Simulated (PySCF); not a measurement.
## Orbital energies and ionisation energy

Species: C2H5BClN.
Structure used (PBE0-D3(BJ)/def2-SVP), in Å, numbered top down from 1:
```
atom  x, y, z in Å
C1    -1.728    0.526    0.303
C2    -0.285    0.449    0.272
N3     0.862    0.397    0.254
B4     2.415    0.376    0.268
Cl5    2.922    1.825    1.305
H6    -2.155   -0.478    0.439
H7    -2.041    1.166    1.141
H8    -2.103    0.956   -0.637
H9     2.713   -0.695    0.767
H10    2.745    0.484   -0.899
```

Level: PBE0/def2-SVPD (PySCF). Frontier orbitals with their largest atomic shares (Löwdin; up to four atoms above 4 %):

| orbital | ε (eV) | main atoms |
| --- | --- | --- |
| HOMO−3 | -9.20 | Cl5 44 %, B4 23 %, N3 10 %, H10 8 % |
| HOMO−2 | -9.19 | Cl5 32 %, B4 27 %, H9 12 %, H10 11 % |
| HOMO−1 | -7.69 | Cl5 83 %, B4 9 % |
| HOMO | -7.03 | ? |
| LUMO | -1.10 | C2 33 %, N3 33 %, C1 13 %, H7 6 % |
| LUMO+1 | -0.92 | N3 33 %, C2 33 %, C1 14 %, H8 7 % |
| LUMO+2 | -0.34 | C1 36 %, C2 22 %, H6 11 %, H8 10 % |

Question: What vertical ionisation energy does ΔSCF give, and how far is −ε(HOMO) from it?

Answer: ΔSCF: 9.27 eV (895 kJ/mol; threshold wavelength 134 nm); ⟨S²⟩ of the doublet left behind is 0.755, against 0.75 for a pure doublet. −ε(HOMO) is 7.03 eV, 2.24 eV below it. For the exact functional −ε(HOMO) would equal the first vertical ionisation energy; PBE0 (global hybrid, 25 % exact exchange) falls short of its own ΔSCF value by 24 %.

Question: On which atoms does the HOMO lie?

Answer: Cl5 (chlorine bonded to B) 60 %, B4 (four-coordinate boron) 18 %, H9 (B–H hydrogen) 9 %, H10 (B–H hydrogen) 9 %, so more than half of it is on one atom. The HOMO−1 lies 0.66 eV lower.

Question: With α = 65.9 au, estimate the like-pair dispersion coefficient by London's formula C6 = (3/4)α²I.

Answer: I = 0.3408 Eh, so C6 ≈ 1110 au, a rough estimate.

Question: What total energies stand behind the ΔSCF value?

Answer: E(N) = -618.45024 Eh and E(N − 1) = -618.10944 Eh at the same geometry, 0.34080 Eh apart.

Geometry: PBE0-D3(BJ)/def2-SVP; no solvent, vibrations or thermal averaging.
